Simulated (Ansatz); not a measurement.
## Ansatz (development build ahead of 0.2.0) run

```yaml
crystal:
  periodic: [false, false, false]
  atoms:
    - { symbol: C, position_ang: [1.25084, 1.25084, 1.25084] }
    - { symbol: C, position_ang: [1.25084, 1.25084, -1.25084] }
    - { symbol: C, position_ang: [1.25084, -1.25084, 1.25084] }
    - { symbol: C, position_ang: [1.25084, -1.25084, -1.25084] }
    - { symbol: C, position_ang: [-1.25084, 1.25084, 1.25084] }
    - { symbol: C, position_ang: [-1.25084, 1.25084, -1.25084] }
    - { symbol: C, position_ang: [-1.25084, -1.25084, 1.25084] }
    - { symbol: C, position_ang: [-1.25084, -1.25084, -1.25084] }
    - { symbol: C, position_ang: [0.0, 0.77306, 2.0239] }
    - { symbol: C, position_ang: [0.0, 0.77306, -2.0239] }
    - { symbol: C, position_ang: [0.0, -0.77306, 2.0239] }
    - { symbol: C, position_ang: [0.0, -0.77306, -2.0239] }
    - { symbol: C, position_ang: [2.0239, 0.0, 0.77306] }
    - { symbol: C, position_ang: [-2.0239, 0.0, 0.77306] }
    - { symbol: C, position_ang: [2.0239, 0.0, -0.77306] }
    - { symbol: C, position_ang: [-2.0239, 0.0, -0.77306] }
    - { symbol: C, position_ang: [0.77306, 2.0239, 0.0] }
    - { symbol: C, position_ang: [0.77306, -2.0239, 0.0] }
    - { symbol: C, position_ang: [-0.77306, 2.0239, 0.0] }
    - { symbol: C, position_ang: [-0.77306, -2.0239, 0.0] }
    - { symbol: H, position_ang: [1.8859, 1.8859, 1.8859] }
    - { symbol: H, position_ang: [1.8859, 1.8859, -1.8859] }
    - { symbol: H, position_ang: [1.8859, -1.8859, 1.8859] }
    - { symbol: H, position_ang: [1.8859, -1.8859, -1.8859] }
    - { symbol: H, position_ang: [-1.8859, 1.8859, 1.8859] }
    - { symbol: H, position_ang: [-1.8859, 1.8859, -1.8859] }
    - { symbol: H, position_ang: [-1.8859, -1.8859, 1.8859] }
    - { symbol: H, position_ang: [-1.8859, -1.8859, -1.8859] }
    - { symbol: H, position_ang: [0.0, 1.16555, 3.05145] }
    - { symbol: H, position_ang: [0.0, 1.16555, -3.05145] }
    - { symbol: H, position_ang: [0.0, -1.16555, 3.05145] }
    - { symbol: H, position_ang: [0.0, -1.16555, -3.05145] }
    - { symbol: H, position_ang: [3.05145, 0.0, 1.16555] }
    - { symbol: H, position_ang: [-3.05145, 0.0, 1.16555] }
    - { symbol: H, position_ang: [3.05145, 0.0, -1.16555] }
    - { symbol: H, position_ang: [-3.05145, 0.0, -1.16555] }
    - { symbol: H, position_ang: [1.16555, 3.05145, 0.0] }
    - { symbol: H, position_ang: [1.16555, -3.05145, 0.0] }
    - { symbol: H, position_ang: [-1.16555, 3.05145, 0.0] }
    - { symbol: H, position_ang: [-1.16555, -3.05145, 0.0] }
basis:
  gaussian: { orbitals: def2-SVP }
hamiltonian:
  xc: hf
correlation:
  method: mp2
  frozen_orbitals: { C: 1, H: 0 }
```

The input is written out in the form of the current development build from the run's settings.

Results

| Property | Result |
| --- | --- |
| Converged | yes |
| Reference energy | -768.48082 hartree |
| Correlation energy | -2.70413 hartree |
| Total energy | -771.18496 hartree |
| Stability test | minimum among restricted orbitals |
